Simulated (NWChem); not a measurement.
C$_{4}$H$_{6}$; SMILES C(CC)#C

```xyz
10

C      0.2635    -1.9660     0.0000
C     -0.1565    -0.8298     0.0000
C     -0.6407     0.5462     0.0000
C      0.4772     1.5876     0.0000
H      0.6306    -2.9755     0.0000
H     -1.2910     0.6916     0.8798
H     -1.2910     0.6916    -0.8798
H      0.0569     2.6042     0.0000
H      1.1166     1.4803    -0.8885
H      1.1166     1.4803     0.8885
```
Atoms are numbered in this order, from 1.

Coordinates come from a PBE0/def2-SVP optimisation.

Symmetry labels are those of Cs in the frame above (b1 and b2, or b-type labels, depend on it).

Problem. List the 4 lowest vertical singlet excitations and the 4 lowest triplet ones from BHandHLYP/6-31G* (spherical d), TDA (NWChem).

Solution. 
```
state  energy (eV)  oscillator strength  symmetry  leading excitation (squared amplitude)
-----  -----------  -------------------  --------  --------------------------------------
S1            6.66                0.000        a"                      HOMO → LUMO (0.59)
S2            6.96                0.003        a'                    HOMO → LUMO+1 (0.47)
S3            6.97                0.001        a"                  HOMO−1 → LUMO+1 (0.65)
S4            9.73                0.004        a"                    HOMO → LUMO+2 (0.48)
T1            5.26       spin-forbidden        a'                    HOMO → LUMO+1 (0.44)
T2            5.88       spin-forbidden        a"                      HOMO → LUMO (0.48)
T3            5.89       spin-forbidden        a'                    HOMO → LUMO+1 (0.48)
T4            6.67       spin-forbidden        a"                  HOMO−1 → LUMO+1 (0.54)
```
